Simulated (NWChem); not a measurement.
## Which level was it?

CH2BF2 has 6 atoms, charge 0, and is taken as a doublet. As SMILES, `[CH2]B(F)F`. The shape is that of a GFN2-xTB optimisation.

```jsonl
{"atom": "C", "x (Å)": "-0.4305", "y (Å)": "0.6327", "z (Å)": "-0.2521"}
{"atom": "B", "x (Å)": "0.3781", "y (Å)": "-0.5560", "z (Å)": "0.2211"}
{"atom": "F", "x (Å)": "0.3675", "y (Å)": "-0.9815", "z (Å)": "1.4775"}
{"atom": "F", "x (Å)": "1.1592", "y (Å)": "-1.2640", "z (Å)": "-0.5839"}
{"atom": "H", "x (Å)": "-0.4137", "y (Å)": "0.9700", "z (Å)": "-1.2731"}
{"atom": "H", "x (Å)": "-1.0607", "y (Å)": "1.1988", "z (Å)": "0.4104"}
```

A calculation with NWChem 7.3.0 gave:

```yaml
total_energy: -261.2879 Eh
dipole_moment: 2.37 D
HOMO_energy: -11.68 eV
LUMO_energy: 1.42 eV
⟨S²⟩: 0.758
largest_force: 1.198 eV/Å
```

**Question.** Which of these levels gave the numbers?
A. HF/3-21G
B. TPSS/cc-pVDZ
C. HF/STO-3G
D. HF/6-31G* (spherical functions)

**Answer.** A. The others give -259.0934 Eh (HF/STO-3G), -263.9518 Eh (TPSS/cc-pVDZ), -262.6897 Eh (HF/6-31G* (spherical functions)).
